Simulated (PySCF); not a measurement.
C₇H₈N₂.
Z-matrix (Å and degrees, GFN2-xTB geometry), rows numbered from 1:
```
C 
N   1  1.4237
C   2  1.2606  1  120.51
C   3  1.4538  2  121.58  1   179.87
C   4  1.3966  3  121.72  2     0.70
C   5  1.3815  4  118.95  3   179.71
C   6  1.3894  5  118.40  4    -0.09
N   7  1.3225  6  123.31  5     0.36
C   8  1.3191  7  118.19  6    -0.26
H   1  1.0914  2  108.08  3  -120.98
H   1  1.0913  2  108.25  3   122.88
H   1  1.0996  2  113.77  3     0.85
H   3  1.1019  2  122.74  1    -0.14
H   5  1.0790  4  118.96  3    -0.21
H   6  1.0793  5  121.07  4  -179.98
H   7  1.0824  6  121.20  5  -179.69
H   9  1.0834  4  120.73  3     0.33
```

Computed with PBE0/def2-SVPD in PySCF (dipole) on a GFN2-xTB geometry, gas phase.

Masses are those of the commonest isotopes; rigid-rotor values at the optimised geometry. The values belong to one conformer with, in the numbering `[CH3:1]/[N:2]=[CH:3]/[c:4]1[cH:5][cH:6][cH:7][n:8][cH:9]1`, N2–C3–C4–C5 1°.

(1) What are A, B and C (GHz)?

(2) Classify the top.

(3) What does the inertial defect say?

(4) Give the coordinates in the principal-axis frame, origin at the centre of mass.

(5) List the rotational levels J(Ka,Kc) to J = 3 (MHz).

(6) Predict some low-J microwave lines.

(7) Estimate the classical rotational partition function at 10 K, 25 K and 298.15 K.

Results:

(1) Ia = 95.41, Ib = 545.14, Ic = 637.42 u·Å²; 505379 MHz·u·Å²/I gives 5297, 927.1 and 792.8 MHz, that is A = 5.2968, B = 0.9271, C = 0.7928 GHz.

(2) A near-prolate asymmetric top; Ray's κ = -0.940.

(3) Not planar: Δ = Ic − Ia − Ib = -3.13 u·Å². For a rigid frame Δ = −2 Σ m c², so Σ m c² = 1.56 u·Å² lies off the ab plane, practically all of it from hydrogen. The atom farthest from that plane is 0.89 Å away.

(4) The sense of each axis is arbitrary; atoms in the order of the calculation.
```tsv
atom	mass (u)	a (Å)	b (Å)	c (Å)
C1	12.000	3.695	-0.030	0.000
N2	14.003	2.312	-0.366	-0.003
C3	12.000	1.433	0.539	0.006
C4	12.000	0.015	0.222	0.000
C5	12.000	-0.444	-1.097	-0.001
C6	12.000	-1.805	-1.332	0.000
C7	12.000	-2.664	-0.240	0.003
N8	14.003	-2.245	1.014	-0.001
C9	12.000	-0.945	1.236	-0.004
H10	1.008	4.150	-0.461	-0.894
H11	1.008	4.160	-0.505	0.866
H12	1.008	3.889	1.052	0.025
H13	1.008	1.683	1.612	0.018
H14	1.008	0.277	-1.900	-0.001
H15	1.008	-2.197	-2.338	-0.001
H16	1.008	-3.738	-0.372	0.009
H17	1.008	-0.648	2.278	-0.008
```

(5) Above 0(0,0):
J = 1: 1(0,1) 1720, 1(1,1) 6090, 1(1,0) 6224
J = 2: 2(0,2) 5157, 2(1,2) 9395, 2(1,1) 9798, 2(2,1) 22907, 2(2,0) 22910
J = 3: 3(0,3) 10304, 3(1,3) 14352, 3(1,2) 15157, 3(2,2) 28067, 3(2,1) 28082, 3(3,1) 50253, 3(3,0) 50253
The levels of one J sum to (2J + 1)J(J + 1)(A + B + C)/3.

(6) The dipole components are |μa| = 1.46 D, |μb| = 0.56 D, |μc| = 0.00 D; the mirror of this Cs structure is the ab plane, so μc vanishes by symmetry (the 0.01 D computed is a residue) and there are no c-type lines. The squared components, which scale the intensities, stand as 1.00 : 0.15 (a : b). Some lines, for components of 0.1 D or more:

| type | branch | J(Ka,Kc) | MHz | lower level (cm⁻¹) |
| --- | --- | --- | --- | --- |
| a | Q | 2(1,1) ← 2(1,2) | 403 | 0.313 |
| a | R | 1(0,1) ← 0(0,0) | 1720 | 0.000 |
| a | R | 2(1,2) ← 1(1,1) | 3306 | 0.203 |
| a | R | 2(0,2) ← 1(0,1) | 3437 | 0.057 |
| a | R | 2(1,1) ← 1(1,0) | 3574 | 0.208 |
| b | Q | 1(1,0) ← 1(0,1) | 4504 | 0.057 |
| b | Q | 2(1,1) ← 2(0,2) | 4641 | 0.172 |
| b | R | 1(1,1) ← 0(0,0) | 6090 | 0.000 |
| b | R | 2(1,2) ← 1(0,1) | 7675 | 0.057 |
| b | Q | 2(2,0) ← 2(1,1) | 13112 | 0.327 |
| b | Q | 2(2,1) ← 2(1,2) | 13512 | 0.313 |
| b | R | 2(2,1) ← 1(1,0) | 16683 | 0.208 |
| b | R | 2(2,0) ← 1(1,1) | 16820 | 0.203 |

(7) Point group Cs, symmetry number σ = 1; q = (√π/σ)·√((kT/h)³/(ABC)), k/h = 20836.6 MHz/K: 2700 at 10 K, 10700 at 25 K, 440000 at 298.15 K.

GFN2-xTB frequencies: not computed here. No vibrational averaging or centrifugal distortion is included, and the geometry carries the error of its method. A rigid rotor knows nothing of internal rotation, which can split or shift real lines. Quadrupole hyperfine structure (14N) is left out.

Hardware: an Arm Neoverse V1 with one thread (shared host). Cost: 51 s of wall time. This is the PBE0/def2-SVPD job that gave the dipole, with the excitations it also computed.
